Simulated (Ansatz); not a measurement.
`[NH2][GeH]([F])[Cl]` + H₂S → `[F][GeH]([SH])[Cl]` + NH₃ at 298.15 K and 1 bar (ligand exchange at a Ge–N bond).

Calculated with Ansatz (gas phase, PBE0-D4/def2-TZVP geometries, no zero-point term in ΔE). CCSD(T)/CBS adds triple-zeta CCSD(T) − MP2 to the extrapolated MP2 energy (def2 sets, frozen cores). This one scheme is used for every species. For Ge outer-core shells are correlated without core-valence functions, which leaves a few kJ/mol of doubt a bond. Scalar relativity is left out up to krypton. Each species was taken in one conformer, which may not be the lowest.

```
              species  CCSD(T)/CBS energy (Eh)  H − E (kJ/mol)  S (J/(mol·K))
`[NH2][GeH]([F])[Cl]`              -2692.28962           117.5          330.5
                  H₂S               -398.97279            49.9          205.7
 `[F][GeH]([SH])[Cl]`              -3034.76350            74.8          341.9
                  NH₃                -56.50880           100.5          192.4
```

H − E and S are ideal-gas, rigid-rotor, harmonic terms from PBE0-D4/def2-TZVP, for one conformer and one mirror image of each species. 1 Eh = 2625.50 kJ/mol, R = 8.31446 J/(mol·K).

Question: By hand: ΔE, ΔH, ΔS and ΔG.

Answer: ΔE = (-3034.76350) + (-56.50880) − (-2692.28962) − (-398.97279) = -0.00989 Eh = -26.0 kJ/mol. Δ(H − E) = 74.8 + 100.5 − 117.5 − 49.9 = 7.9, so ΔH = -18.1 kJ/mol. ΔS = 341.9 + 192.4 − 330.5 − 205.7 = -1.9 J/(mol·K). ΔG = -18.1 − 298.15 × (-1.9)/1000 = -17.5 kJ/mol.

Question: By hand: the equilibrium constant, and the temperature at which ΔG would vanish if ΔH and ΔS stayed fixed.

Answer: log₁₀ K = −ΔG/(RT ln 10) = 3.1. ΔG = 0 at ΔH/ΔS = 9526 K, far beyond where these terms or the molecules hold.

The number of gas molecules stays the same, so ΔS is small and ΔH decides. A doubt of 5 kJ/mol in ΔE shifts log₁₀ K by 0.9 here. Other conformers and mirror images would add mixing entropy, several J/(mol·K) or more a flexible species. These are equilibria of isolated gas molecules and say nothing of rates. Largest T1 diagnostic: 0.011 (customary marks: 0.02 for closed shells, 0.045 for open ones).
